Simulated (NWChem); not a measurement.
System meant: CH4O4Si; SMILES O[SiH](O)C(O)=O

NWChem input:

```
start job
memory heap 200 mb stack 900 mb global 1100 mb
geometry units angstroms noautoz
  O     -1.094440     1.407966     0.632722
  C     -0.102600     1.058665     0.034458
  O      0.869521     1.903719    -0.306536
  Si     0.102008    -0.790893    -0.434795
  O     -1.417005    -1.386783    -0.188282
  O      1.250693    -1.353625     0.614633
  H      0.613927     2.784229     0.022157
  H      0.487956    -1.050439    -1.843518
  H     -1.933393    -0.807128     0.389855
  H      1.539538    -2.266087     0.520667
end
basis spherical
  * library def2-svp
end
dft
  xc xpbe96 cpbe96
  iterations 4
  mulliken
end
task dft energy
```

End of the output:

```
    Atom       Charge   Shell Charges
 -----------   ------   -------------------------------------------------------
    1 O    8     8.16   1.97  0.93  0.65  2.69  1.89  0.03
    2 C    6     6.08   1.96  0.64  0.34  1.82  1.06  0.26
    3 O    8     8.00   1.97  0.89  0.57  2.69  1.85  0.03
    4 Si  14    13.54   2.00  1.92  0.62  0.30  5.81  1.27  0.92  0.69
    5 O    8     8.18   1.97  0.88  0.60  2.70  2.02  0.01
    6 O    8     8.18   1.97  0.88  0.60  2.71  2.02  0.01
    7 H    1     0.92   0.55  0.20  0.17
    8 H    1     1.11   0.65  0.43  0.02
    9 H    1     0.92   0.55  0.19  0.19
   10 H    1     0.91   0.55  0.17  0.18

 center of mass
 --------------
 x =  -0.01490488 y =   0.02193219 z =   0.01394628

 moments of inertia (a.u.)
 ------------------
         782.457806972101          -0.000000000000           0.000000000000
          -0.000000000000         424.386639337696          -0.000000000000
           0.000000000000          -0.000000000000        1039.576761101614

     Multipole analysis of the density
     ---------------------------------

     L   x y z        total         alpha         beta         nuclear
     -   - - -        -----         -----         ----         -------
     0   0 0 0     -0.000000    -28.000000    -28.000000     56.000000

     1   1 0 0      0.431355      0.215677      0.215677      0.000000
     1   0 1 0      0.028535      0.014268      0.014268     -0.000000
     1   0 0 1     -0.058013     -0.029006     -0.029006      0.000000

     2   2 0 0    -31.427900   -106.974324   -106.974324    182.520748
     2   1 1 0     -1.644353      0.001271      0.001271     -1.646894
     2   1 0 1     -0.118560      0.641253      0.641253     -1.401066
     2   0 2 0    -24.218002   -199.782331   -199.782331    375.346661
     2   0 1 1     -1.265697     -0.678740     -0.678740      0.091783
     2   0 0 2    -31.547224    -40.021975    -40.021975     48.496727

 ------------------------------------------------------------------------
 dft energy failed                                                                                  0
 ------------------------------------------------------------------------
 ------------------------------------------------------------------------
  current input line :
    23: task dft energy
 ------------------------------------------------------------------------
 ------------------------------------------------------------------------
 This type of error is most commonly associated with calculations not reaching convergence criteria
 ------------------------------------------------------------------------
 For more information see the NWChem manual at https://nwchemgit.github.io

0:dft energy failed:Received an Error in Communication
```

Problem. Can this run be used? If not, why, and what is the fix?

Solution. The run did not converge; its last values are not results. Cause: the SCF was allowed too few iterations. This input runs:
```
start job
memory heap 200 mb stack 900 mb global 1100 mb
geometry units angstroms noautoz
  O     -1.094440     1.407966     0.632722
  C     -0.102600     1.058665     0.034458
  O      0.869521     1.903719    -0.306536
  Si     0.102008    -0.790893    -0.434795
  O     -1.417005    -1.386783    -0.188282
  O      1.250693    -1.353625     0.614633
  H      0.613927     2.784229     0.022157
  H      0.487956    -1.050439    -1.843518
  H     -1.933393    -0.807128     0.389855
  H      1.539538    -2.266087     0.520667
end
basis spherical
  * library def2-svp
end
dft
  xc xpbe96 cpbe96
  iterations 150
  mulliken
end
task dft energy
```
It converges to -630.14361 Ha (PBE/def2-SVP).
